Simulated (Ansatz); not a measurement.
Consider the formal exchange of groups at the Si–S bond: `S[SiH]1BO1` + GeH₄ → `[GeH3][SiH]1BO1` + H₂S.

Gas-phase electronic energies from Ansatz, PBE0-D4/def2-TZVP geometries. CBS: MP2 limit from def2 TZ/QZ plus the TZ coupled-cluster correction, frozen cores. This one scheme is used for every species. DFT in def2-TZVPP. For Ge outer-core shells are correlated without core-valence functions, which leaves a few kJ/mol of doubt a bond. Scalar relativity is left out up to krypton. One conformer a species, not always the lowest.

`S[SiH]1BO1`:

Cartesian coordinates in Å:
```
S -1.111 0.026 1.797
Si 0.335 -0.156 0.265
B -0.076 -0.628 -1.523
O -0.028 0.681 -1.227
H -0.461 0.999 2.460
H 1.657 0.279 0.765
H -0.316 -1.201 -2.537
```

GeH₄:

Cartesian coordinates in Å:
```
Ge 0.000 0.000 0.000
H -1.231 0.803 0.439
H -0.019 -0.173 -1.524
H -0.024 -1.379 0.672
H 1.274 0.749 0.414
```

`[GeH3][SiH]1BO1`:

Cartesian coordinates in Å:
```
Ge -1.426 0.227 -0.821
Si 0.246 0.031 0.850
B 1.951 -0.791 0.618
O 1.843 0.489 0.248
H -1.704 1.699 -1.166
H -0.975 -0.513 -2.089
H -2.731 -0.408 -0.310
H -0.071 0.815 2.074
H 2.867 -1.549 0.596
```

H₂S:

Cartesian coordinates in Å:
```
S 0.344 -0.351 0.377
H 0.291 -0.193 -0.954
H -0.635 0.544 0.576
```

| level | ΔE (kcal/mol) |
| --- | --- |
| r2SCAN-D4 | 11.6 |
| r2SCANh | 11.8 |
| CAM-B3LYP | 11.8 |
| LC-ωPBE | 11.8 |
| RPA@PBE/def2-TZVPP | 10.4 |
| MP2/def2-SVP | 12.2 |
| SCS-MP2/def2-QZVPP | 12.6 |
| CCSD/CBS(def2) | 11.1 |

What does CCSD(T)/CBS give? (Estimate.)

The calculation gave: +11.1 kcal/mol. The listed levels differ from it by 0.5, 0.7, 0.7, 0.7, -0.7, 1.1, 1.5, 0.0 kcal/mol.

Largest T1 diagnostic among the species: 0.016.

From BLYP to BHLYP (50 % exact exchange), in def2-TZVPP and without D4, ΔE moves by +1.6 kcal/mol. Leaving LDA and LC-ωPBE aside and taking each functional with its dispersion term where it has one, the values, not all of them listed here, spread over 2.5 kcal/mol, from PBE-D4 to B97M-V.
